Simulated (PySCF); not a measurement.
## C6H15PS: calculation and literature

Geometry:
```csv
atom,x (Å),y (Å),z (Å)
C1,2.714,0.555,0.618
C2,1.780,-0.217,-0.301
P3,0.158,-0.541,0.534
S4,0.300,-1.514,2.206
C5,-0.798,-1.427,-0.783
C6,-2.224,-1.699,-0.331
C7,-0.658,1.103,0.755
C8,-0.833,1.952,-0.495
H9,2.765,0.059,1.587
H10,2.360,1.572,0.771
H11,3.717,0.600,0.198
H12,1.619,0.305,-1.246
H13,2.199,-1.205,-0.520
H14,-0.770,-0.860,-1.715
H15,-0.266,-2.372,-0.940
H16,-2.803,-0.779,-0.280
H17,-2.721,-2.379,-1.020
H18,-2.214,-2.156,0.659
H19,-0.059,1.627,1.507
H20,-1.623,0.881,1.222
H21,-1.336,2.883,-0.238
H22,0.128,2.200,-0.938
H23,-1.437,1.438,-1.239
```

Method: NMR shieldings at PBE0/pcSseg-1/GIAO, coordinates at the GFN2-xTB level, in PySCF 2.14.0 with density-fitted response routines (one conformer, no relativistic terms, no solvent, rapidly exchanging positions averaged).

Reference values: measured (NMR Tables: representative 31P chemical shifts referenced to 85 % H3PO4 (instrument maker's almanac)).
```
atoms             quantity  reference  computed  computed, scaled
   P3  δ 31P vs 85 % H3PO4       54.5      40.1              39.6
```

Reference values: measured (E. Pretsch, P. Bühlmann, M. Badertscher, Structure Determination of Organic Compounds, 4th ed., Springer 2009).
```
atoms             quantity  reference  computed  computed, scaled
   P3  δ 31P vs 85 % H3PO4       53.0      40.1              39.6
```

Computed shifts are σ(ref) − σ with the named reference compound (TMS for H and C) calculated as an isolated molecule at the same level. The measured values may be among those fitted. Shieldings were converted by a linear fit to measured shifts: 31P: δ = 270.09 − 0.828σ (rms 18.1 ppm, 64 shifts vs H3PO4, solution or neat liquid). Occasional misses reach two or three times the rms, and more in compound classes unlike the fitted ones.

How far are the unscaled 31P shifts from the references?

Answers

Mean signed difference -13.65 ppm, mean absolute 13.65 ppm over 2 comparisons; the largest is -14.4 ppm at P3 (phosphorus bonded to 3 C, S).
